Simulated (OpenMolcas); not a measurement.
Ionisation energies of bismuth

```json
{
 "Program": "OpenMolcas",
 "Basis": "ANO-RCC-VTZP [8s7p5d3f2g]",
 "Scalar Hamiltonian": "DKH2, point nucleus",
 "Spin-orbit coupling": "RASSI with atomic mean-field integrals over the reference wave functions, term energies averaged over their components"
}
```

Active shells in each charge state: the valence s, p shells, with orbitals averaged over the low states. Where CASPT2's correlated closed shells are named, they are those of the first ion.

A. CASSCF
B. SS-CASPT2, IPEA 0.25 Eh, imaginary shift 0.1 Eh (closed shells correlated: 5d)
C. SS-CASPT2, IPEA 0.25 Eh, imaginary shift 0.1 Eh (closed shells correlated: none)
D. SS-CASPT2, IPEA 0 Eh, imaginary shift 0.1 Eh (closed shells correlated: 5d)
E. SS-CASPT2, IPEA 0.25 Eh, imaginary shift 0.1 Eh (closed shells correlated: 4f 5s 5p 5d)

Energies in eV between the lowest computed levels, named as in B; reference values from the NIST Atomic Spectra Database with their kind.

| From | To | A | B | C | D | E | Spin-orbit share in B | Reference |
| --- | --- | --- | --- | --- | --- | --- | --- | --- |
| Bi+ 6s² 6p² ³P₀ | Bi2+ 6s² 6p ²P°_1/2 | 15.646 | 16.421 | 16.088 | 16.505 | 16.457 | +0.506 | 16.703 (measured) |
| Bi2+ 6s² 6p ²P°_1/2 | Bi3+ 6s² ¹S₀ | 24.219 | 25.209 | 24.708 | 25.287 | 25.279 | +1.529 | 25.571 (measured) |
| Bi3+ 6s² ¹S₀ | Bi4+ 6s ²S_1/2 | 43.237 | 44.459 | 43.304 | 44.465 | 44.594 | +0.000 | 45.370 (measured) |
| Bi4+ 6s ²S_1/2 | Bi5+ 5d¹⁰ ¹S₀ | 54.154 | 55.768 | 54.154 | 55.828 | 55.984 | +0.000 | 54.856 (measured) |

Steps that some method lacks are left out, and so are those with a state whose active s or d shell is doubly occupied in every root (s and p with five to eight electrons, d10) over a frozen core shell of the same l, since the two then mix freely.

Error against the reference values, in %:

```csv
From,Reference,A,B,C,D,E
Bi+,measured,-6.3,-1.7,-3.7,-1.2,-1.5
Bi2+,measured,-5.3,-1.4,-3.4,-1.1,-1.1
Bi3+,measured,-4.7,-2.0,-4.6,-2.0,-1.7
Bi4+,measured,-1.3,+1.7,-1.3,+1.8,+2.1
```

Mean absolute error over the 4 measured values: A 1.31 eV, B 0.62 eV, C 1.06 eV, D 0.59 eV, E 0.61 eV.

° marks odd parity.
